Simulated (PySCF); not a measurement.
Compound: B₂ClFH₂O.
Numbering: `[F:1][BH:2][O:3][BH:4][Cl:5]` (hydrogens: H6 on B2; H7 on B4)

Geometry (PBE0-D3(BJ)/def2-SVP, Å), atoms numbered from 1 in this order:
```
atom  x, y, z in Å
F1    -1.4047    0.1140   -0.5569
B2    -0.6899    0.3838    0.5194
O3     0.5814    0.7730    0.3627
B4     1.8616    1.0478    0.1195
Cl5    3.0426   -0.2521    0.0925
H6    -1.1860    0.2919    1.6111
H7     2.2235    2.1781   -0.0727
```

Level of theory: TDDFT CAM-B3LYP/def2-SVPD, vertical, gas phase, core orbitals frozen in the response in PySCF 2.14.0, density-fitted response routines.

Transition dipole moments from the ground state, in atomic units and in the frame of the coordinates above (overall signs are arbitrary), for the states with f of 0.002 or more among the lowest 8:

```
state  E (hartree)      μx      μy      μz
   S1       0.2485   0.056   0.010   0.126
   S2       0.2728   0.043  -0.010   0.112
   S3       0.2881   0.806  -0.401  -0.092
   S4       0.3039  -0.215   0.308   0.032
   S6       0.3243   0.229   0.207  -0.020
   S7       0.3323   1.161   0.278  -0.160
   S8       0.3356  -0.127  -0.238   0.429
```

(1) Work out the oscillator strengths.

(2) Which bond between heavy atoms lies closest to the direction of the S7 transition dipole?

(3) What angle do the transition dipoles of S3 and S4 make?

(4) How is the summed strength of these states shared among x, y and z?

(5) What peak molar absorption coefficient would the strongest computed level give as a lone Gaussian band 0.5 eV wide at half height?

Results:

(1) f = (2/3) ΔE |μ|² with ΔE in hartree (27.2114 eV).

```json
{"state": "S1", "|μ|² (au)": "0.019", "|μ| (D)": "0.35", "f": "0.003"}
{"state": "S2", "|μ|² (au)": "0.014", "|μ| (D)": "0.31", "f": "0.003"}
{"state": "S3", "|μ|² (au)": "0.819", "|μ| (D)": "2.30", "f": "0.157"}
{"state": "S4", "|μ|² (au)": "0.142", "|μ| (D)": "0.96", "f": "0.029"}
{"state": "S6", "|μ|² (au)": "0.096", "|μ| (D)": "0.79", "f": "0.021"}
{"state": "S7", "|μ|² (au)": "1.451", "|μ| (D)": "3.06", "f": "0.321"}
{"state": "S8", "|μ|² (au)": "0.257", "|μ| (D)": "1.29", "f": "0.058"}
```

(2) O3–B4 and B2–O3, at 3° from it; next B4–Cl5 at 61°.

(3) |cos θ| = |μa·μb| / (|μa| |μb|) = 0.88, so θ ≈ 28° (taken between 0 and 90°, since the signs are arbitrary).

(4) (2/3) Σ ΔE μα² gives 0.449 for x, 0.089 for y and 0.054 for z, 0.592 in all.

(5) ε(max) = 2.175×10⁸ f / FWHM, with the width in cm⁻¹. S7: 2.175×10⁸ × 0.3214 / 4033 ≈ 17000 L mol⁻¹ cm⁻¹.

All these states lie below the vertical ionisation energy of 11.97 eV (ΔSCF).

Hardware: an Arm Neoverse V1 with one thread, on a shared host. Cost: 53 s.
